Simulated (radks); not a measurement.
The numbers below are computed, except where a source is named.
Charge is removed step by step from the 4d up level of Tc2+, starting from [Kr] 4d(up 5, down 0). Level of theory: scalar-relativistic Kohn-Sham, LDA (Slater exchange, Perdew-Wang correlation), spin-polarised, spherical densities, finite nucleus; Fermi nuclear charge, rms radius 4.4112 fm (a radial shooting solver on a logarithmic mesh with Libxc functionals).

| removed (e) | E - E(0) (eV) | eigenvalue (eV) | E minus straight line (eV) |
|---|---|---|---|
| 0 | 0.000 | -23.903 | 0.000 |
| 0.1 | 2.450 | -25.103 | -0.560 |
| 0.2 | 5.021 | -26.317 | -0.999 |
| 0.3 | 7.714 | -27.546 | -1.316 |
| 0.4 | 10.530 | -28.788 | -1.509 |
| 0.5 | 13.471 | -30.044 | -1.577 |
| 0.6 | 16.539 | -31.313 | -1.520 |
| 0.7 | 19.734 | -32.595 | -1.334 |
| 0.8 | 23.058 | -33.890 | -1.020 |
| 0.9 | 26.512 | -35.198 | -0.576 |
| 1 | 30.097 | -36.517 | 0.000 |

Removing the whole electron costs 30.097 eV by Delta-SCF, against 23.903 eV from minus the eigenvalue at the starting occupation. Slater's transition state (half an electron removed) gives 30.044 eV. Integrating minus the eigenvalue over the occupation (Janak's theorem) gives 30.099 eV. In this scalar-relativistic scheme the density is built from large components alone, so the theorem holds only approximately. The mean slope of the eigenvalue, de/dn, is 12.6 eV per electron. Ionisation energy of Tc2+ in the NIST Atomic Spectra Database: 29.550 eV (semi-empirical).
